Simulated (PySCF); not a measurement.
# C2H5Br3Si: core ionisation energies

SiEtBr3, C2H5Br3Si.
Geometry (PBE0-D3(BJ)/def2-SVP, Å), atoms numbered from 1 in this order:
```xyz
11
C2H5Br3Si angstrom
Si    -0.229   -0.447   -1.307
C     -0.271   -0.414    0.558
C      0.457    0.763    1.197
H      0.155   -1.378    0.885
H     -1.337   -0.435    0.844
H      0.388    0.716    2.294
H      1.524    0.768    0.929
H      0.028    1.725    0.876
Br     1.869   -0.482   -2.029
Br    -1.216    1.350   -2.151
Br    -1.271   -2.251   -2.063
```

Level of theory: delta-SCF UKS SCAN, pcX-2 on the ionised atom, pcseg-1 elsewhere, spin-free X2C (PySCF). Binding energies are ΔSCF values: E(core-ionised, relaxed orbitals) − E(ground state) at a fixed geometry, referred to the vacuum level.

**Question.** Give the core binding energies atom by atom.

**Answer.** 
```csv
atom(s),bonded to,level,binding energy (eV),2p1/2 (eV),above the level's lowest (eV),count
Si1,3 Br and C,Si 2p3/2,108.73,109.36,0.00,1
Si1,3 Br and C,Si 1s,1848.81,–,0.00,1
C2,"C, 2 H and Si",C 1s,290.86,–,0.00,1
C3,C and 3 H,C 1s,291.07,–,+0.21,1
```

The 2 C 1s values lie within 0.21 eV of each other; Gaussian lines of 0.5 eV full width would blend them into one maximum.

**Question.** What is the longest wavelength that can ionise Si 1s of Si1 vertically?

**Answer.** λ = hc/E = 12398.42 eV Å / 1848.81 eV = 6.706 Å.

The 2p values aren't plain energy differences: one relaxed spin-free 2p hole is combined with a matrix within the shell (ground-state 2p orbital-energy differences and spin–orbit coupling). 2p3/2, the mean of its two sublevels, lies a third of the splitting below the shell's mean and 2p1/2 two thirds above it; the statistical areas are 2:1. 2p1/2 minus 2p3/2 (ligand field included): Si 0.63 eV. No level of bromine is listed. Geometry: PBE0-D3(BJ)/def2-SVP; no solvent, vibrations or thermal averaging.

Hardware: Arm Neoverse V1, one thread, on a shared host. Cost: 35 s, 0.66 GiB resident at most.
